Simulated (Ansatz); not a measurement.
A run on CH₇N₃W, SMILES `[CH3][W](=[NH])(=[NH])[NH2]` with other settings.

```yaml
crystal:
  periodic: [false, false, false]
  atoms:
    - {symbol: C, position_ang: [-1.553837, 0.689879, 0.448530]}
    - {symbol: W, position_ang: [0.405675, -0.023282, 0.014020]}
    - {symbol: N, position_ang: [1.030360, -0.563509, 1.562826]}
    - {symbol: N, position_ang: [1.219210, 1.347084, -0.721598]}
    - {symbol: N, position_ang: [0.280429, -1.511637, -1.241168]}
    - {symbol: H, position_ang: [-2.151996, -0.108725, 0.895858]}
    - {symbol: H, position_ang: [-1.518205, 1.526019, 1.150254]}
    - {symbol: H, position_ang: [-2.039415, 1.032318, -0.469423]}
    - {symbol: H, position_ang: [1.649671, -0.566768, 2.357582]}
    - {symbol: H, position_ang: [1.910922, 2.075370, -0.801201]}
    - {symbol: H, position_ang: [0.330955, -2.479955, -0.962162]}
    - {symbol: H, position_ang: [0.436231, -1.416785, -2.233517]}
basis:
  gaussian: {orbitals: x2c-TZVPPall}
hamiltonian: {xc: {name: wB97X-V}}
```

```sh
$ ansatz run in.yaml --threads 4 --pin off --events-out ev --progress --plain --max-ram 11315MiB
```

It prints (some lines left out):

```
Functional definition: wB97X-V
1969 factors; their error is unknown
373 factors; integrals over basis functions are off by at most 1.9e-5 eV
mean field evaluation 1: about -444952.7021 eV, gradient 1.0e2 eV
mean field evaluation 2: about -444919.1169 eV, gradient 1.9e2 eV
mean field evaluation 4: about -444969.2105 eV, gradient 5.3e0 eV
mean field evaluation 8: about -444969.2476 eV, gradient 2.5e-1 eV
mean field evaluation 16: about -444969.6350 eV, gradient 9.8e-4 eV
mean field -444969.63498561 eV, -16352.3324744698 hartree, gradient 1.1e-5 eV, S^2 0.000000; 0 other end points of the search recorded, 0 dependent functions left out
reference -444969.63498236 eV, -16352.3324743505 hartree; 54, 54 occupied and 265, 265 virtual orbitals, 1969 factors
Total energy: -444969.63498236 eV, -16352.3324743505 hartree
Relativity: scalar
```

Hardware: 4 threads of an Arm Neoverse V2 on a shared host. Wall time 19 s, peak host memory 1.5 GiB.
